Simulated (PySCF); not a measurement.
**Working out the ionisation energy of Zn¹⁵⁺**

Zn¹⁵⁺ [Ne] 3s2 3p3 (4S) → Zn¹⁶⁺ [Ne] 3s2 3p2 (3P). Calculation: PySCF 2.14, in an uncontracted even-tempered set (17 s from 1.2 bohr⁻², ratio 2.5; 11 p from 1.6 bohr⁻², ratio 2.5; 5 d from 7.8 bohr⁻², ratio 2.7; 4 f from 12 bohr⁻², ratio 2.7); no relativity, point nucleus. Frozen: 1s2; the 18 highest virtual orbitals dropped. Energies in hartree (1 hartree = 27.21139 eV):

| part | Zn¹⁵⁺ (lower) | Zn¹⁶⁺ (upper) |
| --- | --- | --- |
| UHF | -1667.725152 | -1648.055733 |
| MP2 opposite-spin | -0.338353 | -0.333023 |
| MP2 same-spin | -0.128478 | -0.113816 |

What does Hartree-Fock give?

(-1648.055733) − (-1667.725152) = 19.669419 hartree = 535.232 eV.

What do MP2 and SCS-MP2 (6/5 opposite-spin, 1/3 same-spin) give?

The opposite-spin parts differ by 0.145 eV and the same-spin parts by 0.399 eV. MP2: 535.232 + (0.145) + (0.399) = 535.776 eV. SCS-MP2: 535.232 + 1.2 × (0.145) + (0.399)/3 = 535.539 eV.

A first-order spin-orbit estimate adds -2.860 eV to MP2 (outer shells), giving 532.916 eV against 540 ± 1 eV (semi-empirical (NIST evaluation); NIST Atomic Spectra Database, ionization energies).

The calculation is non-relativistic.

What remains against the reference includes basis incompleteness, the frozen core and correlation beyond second order.
